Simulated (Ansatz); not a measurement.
Cl3FH2SSi2, SMILES `F[Si](Cl)(Cl)S[SiH2]Cl`. Charge 0, multiplicity 1. Geometry: relaxed with PBE0-D4/def2-TZVP. It is one conformer, not always the lowest.

```xyz
9

F     1.693    1.221    0.998
Si    0.359    1.530    0.206
Cl   -0.201    3.422    0.641
Cl    0.810    1.359   -1.761
S    -1.189    0.246    0.814
Si   -0.430   -1.599    0.032
Cl   -1.159   -1.977   -1.838
H     1.045   -1.554   -0.036
H    -0.928   -2.649    0.943
```

Task: What is the dipole moment at r2SCAN/def2-TZVPP? (Estimate.)

Result: The calculation gave: 0.95 D, with components (-0.11, -0.84, 0.43) D in this frame, pointing from negative to positive charge.

Task: And with PBE, B3LYP, ωB97M-V? (Estimate.)

Result: Computed: PBE 0.89 D, B3LYP 0.97 D, ωB97M-V 0.96 D.

Task: Give the Mulliken charges with r2SCAN, B3LYP, PBE in def2-TZVPP. (Estimate.)

Result: Computed: 
| atom | r2SCAN | B3LYP | PBE |
| --- | --- | --- | --- |
| F1 | -0.28 | -0.28 | -0.23 |
| Si2 | 0.75 | 0.73 | 0.62 |
| Cl3 | -0.18 | -0.18 | -0.15 |
| Cl4 | -0.18 | -0.18 | -0.15 |
| S5 | -0.28 | -0.26 | -0.22 |
| Si6 | 0.48 | 0.45 | 0.38 |
| Cl7 | -0.22 | -0.22 | -0.19 |
| H8 | -0.04 | -0.03 | -0.02 |
| H9 | -0.05 | -0.04 | -0.03 |

B3LYP here is the variant with VWN-RPA as its local correlation; programs differ in this.
